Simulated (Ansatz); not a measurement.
Molecule: sum formula SiNH₃Br₃, charge 1, multiplicity 1. It need not be the lowest isomer of its formula. 
Geometry from a B3LYP-D3(BJ)/def2-TZVP (Ansatz, a program for electronic structure) optimisation:
```
Si
N 1 1.9014
H 2 1.0236 1 111.21
H 2 1.0236 3 107.67 1 122.08
H 2 1.0236 3 107.67 4 115.85
Br 1 2.1697 2 102.86 3 -180.00
Br 1 2.1697 2 102.86 3 60.00
Br 1 2.1697 2 102.86 3 -60.00
```
Charge +1, spin multiplicity 1.

Parts of the frozen-core correlation energy in def2-SVP (Ansatz, hartree). Frozen orbitals: 48; correlated occupied orbitals by spin: 16 and 16; virtual: 79 and 79. No spin-orbit coupling. No relativistic terms.

| term | value |
|---|---|
| reference (HF) | -8061.22855 |
| MP2 opposite-spin | ? |
| MP2 same-spin | -0.16475 |
| CCSD correlation | ? |
| (T) | ? |
| T1 diagnostic | 0.010 |
| largest doubles amplitude | 0.032 |

Complete the blanks.


- MP2 opposite-spin, value: -0.45875
- CCSD correlation, value: -0.66779
- (T), value: -0.01879
